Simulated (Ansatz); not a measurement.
Telling isomers of C2H6In apart by their spectra

These gas-phase data were calculated for one isomer of C2H6In at PBE0-D3(BJ)/def2-SVP (harmonic, unscaled wavenumbers; equilibrium rotational constants with average atomic masses):

- rotational constants: 24.59, 2.834, 2.625 GHz
- all wavenumbers above 1500 cm⁻¹: 3143, 3125, 3109, 3072, 3027, 1584
- dipole moment: 0.91 D (PBE0/def2-TZVPD)

Candidates:

(1) `[CH3][In][CH3]`, a doublet
(2) `C[CH2][InH]`, a doublet

Question: Assign the data to one candidate and say why.

Answer: Candidate (2). The band at 1584 cm⁻¹ lies where the In–H stretch is expected; (1) has no mode between 1500 and 1900 cm⁻¹.

The same quantities for all candidates:

|  | rotational constants (GHz) | wavenumbers above 1500 cm⁻¹ | dipole (D) | E above the lowest, PBE0-D3(BJ)/def2-SVP (kcal/mol) |
| --- | --- | --- | --- | --- |
| (1) | 12.71, 4.249, 3.319 | 3194, 3194, 3161, 3161, 3052, 3051 | 0.16 | 0.0 |
| (2) | 24.59, 2.834, 2.625 | 3143, 3125, 3109, 3072, 3027, 1584 | 0.91 | 5.7 |

Harmonic stretches to hydrogen usually lie a few per cent above observed fundamentals. Each candidate is one conformer. Open shells are spin-unrestricted. Atoms past krypton carry core potentials. Programs: Ansatz 0.2.0.
